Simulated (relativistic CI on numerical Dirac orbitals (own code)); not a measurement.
## Hyperfine structure of Tl XXVII, mass number 204

Computed by Dirac-Coulomb-Breit CI, separate exchange-only KLI orbitals for each configuration, model QED (radiative potential, 1s self-energy scaled to tabulated hydrogen-like ionisation energies), unscaled Slater integrals (own radial code, finite nucleus).

Configuration list (outside the closed core [Ar] 3d10 4d10): 4s2 4p6 4f9, 4s2 4p6 4f8 5s, 4s2 4p6 4f7 5s2, 4s2 4p5 4f10, 4s2 4p6 4f8 6s, 4s 4p6 4f10, 4p6 4f11. Levels of other configurations are missing.

Nuclear spin I = 2, μ = 0.09 μN (tables of Stone and Pyykkö). The electronic factors are computed for point nuclear moments, without core polarisation or the Bohr-Weisskopf and QED corrections.

| Level | E (cm⁻¹) | A (MHz) |
| --- | --- | --- |
| 4s2 4p6 4f9 6H°_15/2 | 0.0 | 124.9 |
| 4s2 4p6 4f9 6H°_13/2 | 28406.9 | 125.8 |
| 4s2 4p6 4f9 6F°_7/2 | 49755.7 | 132.9 |
| 4s2 4p6 4f9 6F°_1/2 | 62886.1 | 449.5 |

Levels with J = 0, under 50 % of one LS term, or S terms without an open s electron are left out. Small factors come from cancelling terms and can be off by tens of per cent or more.

At this charge energies of transitions that change n are usually good to better than 1 %, and those within a shell (Δn = 0) to a few per cent. Terms inside the open d or f shell come out 10 to 20 % too wide with unscaled integrals.

(1) Give the hyperfine levels of 4s2 4p6 4f9 6F°_1/2 relative to its centre of gravity.

Answers

(1) With K = F(F + 1) − I(I + 1) − J(J + 1), E = AK/2: F = 3/2: -674.2, F = 5/2: 449.5 MHz.

LS names give the leading component of a level, which can be under half, so a name can repeat, a term be missing and a line seem to break the LS rules.
